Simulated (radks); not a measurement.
The numbers below are computed, except where a source is named.
Spherical quantum dot in the effective-mass picture: electrons in a parabolic well V = omega^2 r^2 / 2 with omega = 2.71, all in effective atomic units (hartree* = m*/eps^2 hartree, bohr* = eps/m* bohr), one dielectric constant everywhere. Level of theory: non-relativistic Kohn-Sham, exchange-only LDA, spin-polarised, spherical densities (a radial shooting solver with Libxc functionals). Levels are named by radial order and angular momentum (1s, 1p, 1d, 2s, ...), and open shells are averaged over m.

N = 41, configuration 1s2 1p6 1d10 2s2 1f14 2p6 1g(up 1, down 0). This is the lowest configuration that the search found. Occupied and some empty levels:

| level | occupation | eigenvalue (hartree*) | <r> (bohr*) |
|---|---|---|---|
| 1s up | 1 | 32.541 | 1.038 |
| 1s down | 1 | 32.548 | 1.036 |
| 1p up | 3 | 33.739 | 1.300 |
| 1p down | 3 | 33.750 | 1.298 |
| 1d up | 5 | 35.091 | 1.487 |
| 1d down | 5 | 35.106 | 1.486 |
| 2s up | 1 | 35.384 | 1.299 |
| 2s down | 1 | 35.395 | 1.300 |
| 1f up | 7 | 36.576 | 1.635 |
| 1f down | 7 | 36.593 | 1.634 |
| 2p up | 3 | 37.007 | 1.459 |
| 2p down | 3 | 37.019 | 1.460 |
| 1g up | 1 | 38.179 | 1.760 |
| 1g down | 0 | 38.197 | 1.759 |
| 2d up | 0 | 38.719 | 1.603 |
| 2d down | 0 | 38.731 | 1.603 |
| 3s up | 0 | 38.943 | 1.496 |
| 3s down | 0 | 38.954 | 1.497 |
| 1h up | 0 | 39.885 | 1.869 |
| 1h down | 0 | 39.903 | 1.869 |

Energy (hartree*): total 964.168, kinetic 123.86, external 362.67, Hartree 507.57, exchange-correlation -29.936.
